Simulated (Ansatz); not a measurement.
Wavefunction ladder for CH9NOSi2 (`C[SiH2]N[SiH2]O`)

Cartesian coordinates in Å:
```
C -2.250 -0.072 -0.653
Si -0.764 -0.983 0.015
N 0.349 0.083 0.805
Si 2.024 0.324 0.514
O 2.390 1.793 -0.136
H -2.941 -0.768 -1.135
H -1.954 0.682 -1.386
H -2.795 0.432 0.150
H -1.249 -2.039 0.949
H -0.007 -1.633 -1.086
H -0.039 0.633 1.561
H 2.786 0.325 1.783
H 2.438 -0.778 -0.391
H 2.012 2.002 -0.991
```

Charge 0, multiplicity 1. Geometry: relaxed with PBE0-D4/def2-TZVP. It is one conformer, not always the lowest. Frozen core, restricted reference, Ansatz. CBS rows extrapolate triple and quadruple zeta; past MP2 they add the triple-zeta difference.

| basis | HF (Eh) | MP2 corr. | CCSD corr. | (T) | CCSD(T) total |
| --- | --- | --- | --- | --- | --- |
| def2-SVP | ? | -0.69944 | -0.76118 | -0.01858 | ? |
| def2-TZVPP | -750.50815 | ? | -0.93503 | -0.03360 | ? |
| def2-QZVPP | -750.53560 | ? | – | – | – |
| CBS(def2) | -750.53938 | -0.99535 | ? | as TZ | ? |

Problem. Fill in the withheld values. (An estimate is asked.)

Solution. Ansatz gave: def2-SVP HF (Eh): -750.08149; def2-SVP CCSD(T) total: -750.86125; def2-TZVPP MP2 corr.: -0.88185; def2-TZVPP CCSD(T) total: -751.47678; def2-QZVPP MP2 corr.: -0.94705; CBS(def2) CCSD corr.: -1.04854; CBS(def2) CCSD(T) total: -751.62152.
